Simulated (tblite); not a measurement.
Species: C5H11BGeS.
Structure used (GFN2-xTB), in Å, numbered top down from 1:
```xyz
19
C5H11BGeS angstrom
B      3.6443    1.1363   -0.6841
C      3.0467   -0.1570   -0.0827
Ge     1.2642    0.3247    0.7015
S      0.2669   -1.4859    1.5201
C     -0.9010   -1.8798    0.1317
C     -1.9984   -0.9527    0.0812
C     -2.8859   -0.1452    0.0998
C     -3.9786    0.8008    0.0945
H      3.4274    1.4217   -1.7978
H      4.2758    1.8586   -0.0149
H      2.8525   -0.9514   -0.8056
H      3.6150   -0.5793    0.7476
H      0.3269    0.9315   -0.3232
H      1.4017    1.3249    1.8278
H     -0.3362   -1.8816   -0.8020
H     -1.2516   -2.8886    0.3513
H     -3.7957    1.5822   -0.6424
H     -4.9115    0.2936   -0.1501
H     -4.0724    1.2565    1.0798
```

Computed values, GFN2-xTB/tblite, gas phase, harmonic and unscaled. This tight-binding method is rough: wavenumbers can miss measured ones by several per cent, in bad cases by 10 to 20. Modes of hydrogen on boron and germanium can be 10 to 20 % off. One conformer, not necessarily the lowest. The optimisation stopped once no atom felt more than 0.01 eV/Å.

Lowest wavenumbers of the output (negative numbers stand for imaginary wavenumbers):
```
mode    cm-1
  1     -21.9
  2     -18.3
  3      28.9
  4      47.9
  5      82.3
  6     116.7
  7     144.4
  8     177.9
  9     220.5
 10     222.1
```

Q: Is this structure a minimum?

A: Not by this Hessian. 1 mode is imaginary beyond 20i (22i cm⁻¹), and 1 more slightly so (18.3i). The curvature is small, so loose convergence or finite differences may be the whole cause.

Q: Which atoms move in the imaginary modes?

A: 22i: C2 (sp3 carbon bound to boron) 26 %, Ge3 (germanium bonded to C, S and 2 H) 23 %, B1 (three-coordinate boron) 12 %; 18i: H19 (methyl hydrogen) 35 %, H17 (methyl hydrogen) 32 %, H18 (methyl hydrogen) 32 %. These are shares of the mass-weighted motion.

Q: What is the remedy?

A: Step along such a mode in both directions, optimise again with tighter thresholds and repeat the frequencies. The zero-point energy of this point (85.0 kcal/mol) counts the 49 real modes alone, and thermal corrections from it aren't those of a minimum.
